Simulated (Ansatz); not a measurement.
A structure drawn as `[F][Ge]1([SiH3])[BH][CH2]1`, with this starting geometry:

```xyz
11

F     1.104    1.021   -2.019
Ge    0.409    0.658   -0.473
Si    1.529   -0.877    0.795
B    -1.519   -0.219   -0.738
C    -1.338    1.153   -0.064
H     1.398   -2.225    0.221
H     0.961   -0.911    2.205
H     2.945   -0.512    0.947
H    -2.198   -1.127   -1.241
H    -1.581    1.055    1.016
H    -1.710    1.985   -0.648
```

Charge 0, multiplicity 1.

Q: Relax it with Ansatz at PBE-D4/def2-SVP and then PBE0-D4/def2-TZVP. Is the drawn bonding still there?

A: Yes, every drawn bond is still there and no new one forms.

Q: Give the relaxed structure. (An estimate is asked.)

A: Ansatz gave: 
Z-matrix (Å, degrees):
```
Ge
Si 1 2.395
B 1 1.970 2 133.4
F 1 1.753 2 102.5 3 150.5
C 1 2.367 2 98.9 3 17.7
H 2 1.485 1 108.7 3 24.8
H 2 1.484 1 109.8 3 -96.3
H 2 1.484 1 107.7 3 143.9
H 3 1.186 1 129.9 2 179.2
H 5 1.092 1 80.8 2 -12.6
H 5 1.090 1 147.2 2 102.7
```
All modes are real.

Atoms count as bonded under 1.1 times the sum of their covalent radii (H–H under 0.85 Å, pairs among N, O and F under 1.55 Å), and a drawn bond as lost past 1.3 times.
